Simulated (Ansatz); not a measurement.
`C/C=N/C` + `C[SiH2]O` → `CO[SiH2]C` + `C=NC`  (substitution at a C–C bond)

Program: Ansatz. Geometries: PBE0-D4/def2-TZVP. ΔE: electronic, gas phase. CBS: MP2 limit from def2 TZ/QZ plus the TZ coupled-cluster correction, frozen cores. This one scheme is used for every species. Functionals use def2-TZVPP. B3LYP here is the variant with VWN-RPA as its local correlation; programs differ in this. One conformer a species, not always the lowest.

CCSD(T)/CBS gives +79.3 kJ/mol.

Q: Another level gave +77.4 kJ/mol. Which?
A. B3LYP-D4/def2-TZVPP
B. ωB97M-V/def2-TZVPP
C. RPA@PBE/def2-TZVPP
D. PBE0/def2-TZVPP

A: B. ωB97M-V 77.4, PBE0 81.4, B3LYP-D4 73.0, RPA@PBE/def2-TZVPP 68.9 kJ/mol.

Largest T1 diagnostic among the species: 0.011.

In def2-TZVPP, CCSD(T) changes the Hartree–Fock value by +6.9 kJ/mol (the triples alone add +0.6 kJ/mol) and MP2 by +13.6 kJ/mol. Leaving LDA and LC-ωPBE aside and taking each functional with its dispersion term where it has one, the values, not all of them listed here, spread over 11.9 kJ/mol, from BLYP-D4 to PBE-QIDH. LDA lies +5.3 kJ/mol from PBE without D4. At CCSD(T), def2-SVP lies −10.4 kJ/mol from the extrapolated value and def2-TZVPP −2.6 kJ/mol.
